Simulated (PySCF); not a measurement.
## `CCN([SiH3])[SiH2][SiH2]F`, C$_{2}$H$_{12}$FNSi$_{3}$

Cartesian coordinates in Å; atom numbers follow the order of the lines, from 1:
```xyz
19

C    -1.7178   -1.2640    1.0875
C    -1.6031   -0.6047   -0.2820
N    -0.4416    0.2587   -0.3772
Si   -0.6801    1.9198    0.0494
Si    1.0743   -0.4626   -0.8436
Si    2.7500    0.1330    0.6084
F     4.1020   -0.5075   -0.0107
H    -1.7884   -0.5037    1.8616
H    -0.8384   -1.8745    1.2812
H    -2.6024   -1.8953    1.1304
H    -1.5426   -1.3768   -1.0533
H    -2.5047   -0.0164   -0.4748
H    -1.7994    2.4413   -0.7416
H     0.5673    2.6097   -0.2654
H    -0.9969    2.0534    1.4779
H     0.8335   -1.9173   -0.8560
H     1.3315   -0.0982   -2.2526
H     2.7404   -0.4319    1.9602
H     3.1065    1.5463    0.7235
```

Computed, not measured: PySCF 2.14.0, GIAO BHandHLYP/pcSseg-1 magnetisability, rotational g tensor and spin-rotation constants, non-relativistic, gas phase. Geometry: GFN2-xTB.

Give the nuclear spin-rotation constants along the inertial axes (H = +C I·J) beside the isotropic shieldings.

Rotational constants 2.1729, 0.7489, 0.6556 GHz. A star marks the isotopologue with that one atom substituted, in its own axes.
```csv
atom,isotope,Caa (kHz),Cbb (kHz),Ccc (kHz),mean (kHz),σ (ppm)
N3,14N,0.057,0.016,0.018,0.030,270.4
F7,19F,0.858,0.028,0.114,0.333,437.4
H8,1H,-0.244,-0.039,-0.023,-0.102,30.6
H9,1H,-0.019,-0.061,-0.074,-0.051,30.8
H10,1H,-0.088,-0.040,-0.075,-0.067,31.0
H11,1H,-0.206,-0.029,-0.025,-0.087,29.0
H12,1H,0.021,-0.055,-0.074,-0.036,29.3
H13,1H,0.005,-0.062,-0.040,-0.032,27.6
H14,1H,-0.009,-0.033,-0.062,-0.035,27.6
H15,1H,-0.174,-0.072,0.024,-0.074,27.6
H16,1H,-0.198,0.041,-0.066,-0.074,27.2
H17,1H,-0.203,-0.060,0.029,-0.078,27.0
H18,1H,-0.201,-0.052,0.024,-0.076,26.6
H19,1H,-0.189,0.040,-0.059,-0.069,26.6
C1,13C*,0.311,0.112,0.090,0.171,167.1
C2,13C*,0.377,0.135,0.136,0.216,138.3
Si4,29Si*,-1.281,-0.369,-0.388,-0.679,409.9
Si5,29Si*,-1.093,-0.445,-0.413,-0.650,397.7
Si6,29Si*,-1.190,-0.498,-0.428,-0.706,357.6
```
For the geometry as given, no vibrational averaging.

How do the rotational constants and the g tensor change when H8, H9, H10, H11, H12, H13, H14, H15, H16, H17, H18, H19 are replaced by deuterium?

Constants 1.7560, 0.6749, 0.5885 GHz; g -0.0275, -0.0155, -0.0127, against -0.0338, -0.0172, -0.0141 before.
